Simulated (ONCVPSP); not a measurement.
rhenium: one change to an ONCV potential, before and after

- Element: Re (Z = 75)
- Generator: ONCVPSP 4.0.1
- Type: optimised norm-conserving Vanderbilt (ONCV)
- Functional: LDA (Perdew-Zunger)
- Relativity: scalar-relativistic
- Frozen core: [Kr] 4d10
- Valence charge: 29
- Reference configuration: 4f14 5s2 5p6 5d5 6s2
- Partial waves: 5s+6s: rc 2.00 bohr, ncon 3, nbas 8, qcut 5.9 1/bohr, 2 projectors; 5p: rc 1.90 bohr, ncon 3, nbas 7, qcut 6 1/bohr, 2 projectors, debl 2.8 Ha; 5d: rc 2.00 bohr, ncon 3, nbas 8, qcut 8.6 1/bohr, 2 projectors, debl 0.7 Ha; 4f: rc 0.60 bohr, ncon 4, nbas 8, qcut 28.8 1/bohr, 1 projector
- Local potential: polynomial inside 0.45 bohr (lpopt 5, dvloc0 0 Ha)
- Core correction: Teter function fitted to the true core (icmod 2), fcfact 0.7

Change: f: qcut 40.7.

Cutoffs: the cutoffs (Ha) at which the residual kinetic energy of the hardest occupied pseudo-wave falls to 1 and 0.1 mHa per electron; they do not see the model core or the augmentation charge, which bear on the density cutoff. Errors are all-electron minus pseudo energies relative to the spin-unpolarised reference configuration.

Problem. What does the change do?

Solution. The potential gets harder (350 Ha and 382 Ha → 546 Ha and 620 Ha); both files keep a bound ghost (d, p, s); the errors of the 4 common tests hardly move. The waves are optimised to have the least kinetic energy above qcut, so the cutoff follows it (qcut²/2 in Ha).

| quantity | base | changed |
| --- | --- | --- |
| cutoff, loose | 350 Ha | 546 Ha |
| cutoff, tight | 382 Ha | 620 Ha |
| loose cutoff by channel | s 8.3 Ha, p 13 Ha, d 16 Ha, f 350 Ha | s 8.3 Ha, p 13 Ha, d 16 Ha, f 546 Ha |
| bound ghosts | s, p, d | s, p, d |
| GHOST(+) flags under 300 eV | none | none |
| error for 4f14 5s2 5p6 5d5 6s1, meV [ΔE 9.52 eV] | -4.6 | -4.7 |
| error for 4f14 5s2 5p6 5d5 6s0, meV [ΔE 26.20 eV] | -17 | -17 |
| error for 4f14 5s2 5p6 5d4 6s0, meV [ΔE 53.64 eV] | -16 | -16 |
| error for 4f14 5s2 5p6 5d5 6s0 6p1, meV [ΔE 15.42 eV] | -8.9 | -8.8 |
| s: phases at 2.03 bohr within 0.05 rad from the reference energy up to (Ha; the scan ends near 5) | to the end of the scan | to the end of the scan |
| p: phases at 1.93 bohr within 0.05 rad from the reference energy up to (Ha; the scan ends near 5) | to the end of the scan | to the end of the scan |
| d: phases at 2.03 bohr within 0.05 rad from the reference energy up to (Ha; the scan ends near 5) | to the end of the scan | to the end of the scan |
| f: phases at 0.61 bohr within 0.05 rad from the reference energy up to (Ha; the scan ends near 5) | to the end of the scan | to the end of the scan |
| rms error of d²Exc/dni dnj with the model core, mHa | 2.21 | 2.18 |

 A true bound ghost makes a file unfit for plane-wave use even where its test errors are small: the radial tests pick states by their node count and pass the ghost by.
